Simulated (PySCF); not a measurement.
C4H12NbO4 (SMILES C[O][Nb+]([O]C)([O]C)[O]C), charge +1, singlet, at a GFN2-xTB geometry (such geometries of metal compounds can be far from the true shape) (the multiplicity is a formal guess) (core potentials on Nb); BLYP/def2-SV(P) in PySCF.

Input for PySCF:
```python
from pyscf import gto, scf, dft

mol = gto.M(
    atom='''
Nb   -0.000053    0.000114    0.000324
O    -1.472194    0.321210    0.923169
C    -2.630989    0.576866    1.653073
H    -2.528868    1.533975    2.180847
H    -3.490654    0.625853    0.972217
H    -2.789774   -0.226934    2.383607
O    -0.429292   -0.639343   -1.589916
C    -0.771037   -1.145480   -2.842116
H    -0.774173   -0.331737   -3.578884
H    -0.039530   -1.906810   -3.142627
H    -1.769815   -1.598487   -2.794974
O     0.989938   -1.182792    0.862421
C     1.771315   -2.115445    1.541274
H     2.423262   -2.636798    0.828427
H     2.387630   -1.602411    2.290904
H     1.121194   -2.844969    2.041374
O     0.911179    1.501294   -0.195148
C     1.631156    2.683359   -0.353991
H     0.968705    3.542432   -0.186111
H     2.455485    2.711580    0.370352
H     2.038972    2.730885   -1.372068
''',
    basis='def2-sv(p)',
    ecp={'Nb': 'def2-sv(p)'},
    charge=1,
    spin=0,
    verbose=4,
)

mf = dft.RKS(mol)
mf.xc = 'blyp'
mf.kernel()
```

It wrote (shortened):

```
PySCF version 2.14.0

[INPUT] verbose = 4
[INPUT] num. atoms = 21
[INPUT] num. electrons = 80
[INPUT] charge = 1
[INPUT] spin (= nelec alpha-beta = 2S) = 0
[INPUT] symmetry False subgroup None
[INPUT] Mole.unit = angstrom
[INPUT] Symbol           X                Y                Z      unit          X                Y                Z       unit  Magmom
[INPUT]  1 Nb    -0.000053000000   0.000114000000   0.000324000000 AA   -0.000100155485   0.000215428778   0.000612271264 Bohr   0.0
[INPUT]  2 O     -1.472194000000   0.321210000000   0.923169000000 AA   -2.782043462228   0.606998928472   1.744536576689 Bohr   0.0
[INPUT]  3 C     -2.630989000000   0.576866000000   1.653073000000 AA   -4.971848646743   1.090118750573   3.123855233913 Bohr   0.0
[INPUT]  4 H     -2.528868000000   1.533975000000   2.180847000000 AA   -4.778867925177   2.898792631930   4.121203549579 Bohr   0.0
[INPUT]  5 H     -3.490654000000   0.625853000000   0.972217000000 AA   -6.596380055618   1.182690764237   1.837223863646 Bohr   0.0
[INPUT]  6 H     -2.789774000000  -0.226934000000   2.383607000000 AA   -5.271908809432  -0.428843108352   4.504364418596 Bohr   0.0
[INPUT]  7 O     -0.429292000000  -0.639343000000  -1.589916000000 AA   -0.811244307467  -1.208183169658  -3.004505801064 Bohr   0.0
[INPUT]  8 C     -0.771037000000  -1.145480000000  -2.842116000000 AA   -1.457048761906  -2.164643481167  -5.370820854244 Bohr   0.0
[INPUT]  9 H     -0.774173000000  -0.331737000000  -3.578884000000 AA   -1.462974943033  -0.626892075385  -6.763110591588 Bohr   0.0
[INPUT] 10 H     -0.039530000000  -1.906810000000  -3.142627000000 AA   -0.074700873704  -3.603348671582  -5.938704341664 Bohr   0.0
[INPUT] 11 H     -1.769815000000  -1.598487000000  -2.794974000000 AA   -3.344465641147  -3.020702643678  -5.281735385280 Bohr   0.0
[INPUT] 12 O      0.989938000000  -1.182792000000   0.862421000000 AA    1.870711700300  -2.235152942327   1.629739494074 Bohr   0.0
[INPUT] 13 C      1.771315000000  -2.115445000000   1.541274000000 AA    3.347300230334  -3.997611681581   2.912585742913 Bohr   0.0
[INPUT] 14 H      2.423262000000  -2.636798000000   0.828427000000 AA    4.579301508066  -4.982826065801   1.565500144195 Bohr   0.0
[INPUT] 15 H      2.387630000000  -1.602411000000   2.290904000000 AA    4.511966786795  -3.028117928990   4.329181137671 Bohr   0.0
[INPUT] 16 H      1.121194000000  -2.844969000000   2.041374000000 AA    2.118749592506  -5.376212242878   3.857637777808 Bohr   0.0
[INPUT] 17 O      0.911179000000   1.501294000000  -0.195148000000 AA    1.721878760455   2.837034492453  -0.368776273757 Bohr   0.0
[INPUT] 18 C      1.631156000000   2.683359000000  -0.353991000000 AA    3.082438106441   5.070813603887  -0.668946040561 Bohr   0.0
[INPUT] 19 H      0.968705000000   3.542432000000  -0.186111000000 AA    1.830587145497   6.694226294895  -0.351698818769 Bohr   0.0
[INPUT] 20 H      2.455485000000   2.711580000000   0.370352000000 AA    4.640194152978   5.124143564848   0.699863849685 Bohr   0.0
[INPUT] 21 H      2.038972000000   2.730885000000  -1.372068000000 AA    3.853098655657   5.160624727683  -2.592832744280 Bohr   0.0

nuclear repulsion = 561.418135466281
number of shells = 82
number of NR pGTOs = 290
number of NR cGTOs = 160
basis = def2-sv(p)
ecp = {'Nb': 'def2-sv(p)'}

******** <class 'pyscf.dft.rks.RKS'> ********
method = RKS
initial guess = minao
damping factor = 0
level_shift factor = 0
DIIS = <class 'pyscf.scf.diis.CDIIS'>
diis_start_cycle = 1
diis_space = 8
diis_damp = 0
SCF conv_tol = 1e-09
SCF conv_tol_grad = None
SCF max_cycles = 50
direct_scf = True
direct_scf_tol = 1e-13
XC library pyscf.dft.libxc version 7.1.2
    S. Lehtola, C. Steigemann, M. J. T. Oliveira, and M. A. L. Marques,  SoftwareX 7, 1–5 (2018)
XC functionals = blyp
    A. D. Becke,  Phys. Rev. A 38, 3098 (1988)
    C. Lee, W. Yang, and R. G. Parr,  Phys. Rev. B 37, 785 (1988)
    B. Miehlich, A. Savin, H. Stoll, and H. Preuss,  Chem. Phys. Lett. 157, 200 (1989)
radial grids:
    Treutler-Ahlrichs [JCP 102, 346 (1995); DOI:10.1063/1.469408] (M4) radial grids

becke partition: Becke, JCP 88, 2547 (1988); DOI:10.1063/1.454033
pruning grids: <function nwchem_prune>
grids dens level: 3
symmetrized grids: False
atomic radii adjust function: <function treutler_atomic_radii_adjust>
small_rho_cutoff = 0
Set gradient conv threshold to 3.16228e-05
Initial guess from minao.
tot grids = 252936
init E= -510.78636252803
  HOMO = -0.517018603001815  LUMO = -0.486859546984443  gap/eV = 0.82067
cycle= 1 E= -511.39717142957  delta_E= -0.611  |g|= 4.86  |ddm|= 6.07
  HOMO = -0.0598149946653175  LUMO = -0.0251538512643812  gap/eV = 0.94318
cycle= 2 E= -422.980791780932  delta_E= 88.4  |g|= 13.4  |ddm|= 45.3
  HOMO = -0.520451589510513  LUMO = -0.191157910210418  gap/eV = 8.96054
cycle= 3 E= -515.157242171035  delta_E= -92.2  |g|= 2.64  |ddm|= 44.9
  HOMO = -0.343432488864527  LUMO = -0.273458380946  gap/eV = 1.90409
cycle= 4 E= -512.064725099399  delta_E= 3.09  |g|= 4.62  |ddm|= 5.32
  HOMO = -0.405324870650235  LUMO = -0.223938316742104  gap/eV = 4.93578
cycle= 5 E= -516.842071715837  delta_E= -4.78  |g|= 0.478  |ddm|= 3.09
  HOMO = -0.410209213042569  LUMO = -0.221172543509718  gap/eV = 5.14395
cycle= 6 E= -516.877778466489  delta_E= -0.0357  |g|= 0.237  |ddm|= 0.272
  HOMO = -0.398986257187928  LUMO = -0.197497294237088  gap/eV = 5.48279
cycle= 7 E= -516.890534880123  delta_E= -0.0128  |g|= 0.0901  |ddm|= 0.214
  HOMO = -0.402506830974009  LUMO = -0.197962154671588  gap/eV = 5.56594
cycle= 8 E= -516.892131769441  delta_E= -0.0016  |g|= 0.036  |ddm|= 0.0768
  HOMO = -0.402522692019985  LUMO = -0.197379476821294  gap/eV = 5.58223
cycle= 9 E= -516.89224965581  delta_E= -0.000118  |g|= 0.0271  |ddm|= 0.0423
  HOMO = -0.402784661405076  LUMO = -0.19691566512658  gap/eV = 5.60198
cycle= 10 E= -516.892399885812  delta_E= -0.00015  |g|= 0.00136  |ddm|= 0.02
  HOMO = -0.402773279524585  LUMO = -0.196772313171366  gap/eV = 5.60557
cycle= 11 E= -516.892400380876  delta_E= -4.95e-07  |g|= 0.000311  |ddm|= 0.00156
  HOMO = -0.402767260036919  LUMO = -0.196782599934817  gap/eV = 5.60513
cycle= 12 E= -516.892400402734  delta_E= -2.19e-08  |g|= 7.83e-05  |ddm|= 0.000256
  HOMO = -0.402764939005314  LUMO = -0.196783989291986  gap/eV = 5.60503
cycle= 13 E= -516.892400404005  delta_E= -1.27e-09  |g|= 3.32e-05  |ddm|= 7.62e-05
  HOMO = -0.402765540389936  LUMO = -0.196784563568717  gap/eV = 5.60503
cycle= 14 E= -516.892400404205  delta_E= -2e-10  |g|= 1.04e-05  |ddm|= 2.98e-05
  HOMO = -0.402765989269869  LUMO = -0.196785344565637  gap/eV = 5.60502
Extra cycle  E= -516.892400404077  delta_E= 1.28e-10  |g|= 2.72e-05  |ddm|= 2.77e-05
converged SCF energy = -516.892400404077
```
